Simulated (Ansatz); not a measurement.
C3H10OSi (SMILES C[Si](C)(C)O), singlet, at a GFN2-xTB geometry. Base run: PBE/STO-3G run with Ansatz (a program for electronic structure).

Geometry (Å):
```xyz
15

C     -0.0700     1.1758    -1.4833
Si    -0.0220     0.0146     0.0292
C     -0.8207    -1.6633    -0.3561
C      1.7884    -0.1863     0.5954
O     -0.9493     0.6055     1.2454
H      0.4570     0.7509    -2.3310
H      0.3892     2.1367    -1.2662
H     -1.0921     1.3667    -1.7971
H     -0.8077    -2.3103     0.5148
H     -0.2991    -2.1755    -1.1581
H     -1.8559    -1.5420    -0.6577
H      2.3941    -0.6689    -0.1642
H      2.2492     0.7734     0.8143
H      1.8516    -0.7908     1.4955
H     -0.7699     1.4540     1.6411
```
Charge 0, spin multiplicity 1.
All else is at Ansatz's defaults.
Base energy -478.85944 Eh.

The base run was repeated with changes; each row names its change, and settings that it needs were set with it.

| change | ΔE vs base (mEh) |
|---|---|
| base | 0.000 |
| lower_state_search = full | 0.000 |
| fitting.mean_field = def2-universal-JKFIT | -2.090 |
| lower_state_search = light | 0.000 |
| fitting.mean_field = cc-pVTZ-JKFIT | -0.446 |
| nuclear_model = gaussian | 0.127 |
| final_grid = 4, 8, 17 | -0.511 |
| lower_state_search = off | 0.000 |
| point_charge = charge:0.5 position_ang:4.1321, -3.1774, 2.1552 | -0.772 |
| final_grid = 14, 28, 59 | 0.000 |
| accuracy = high | 0.002 |
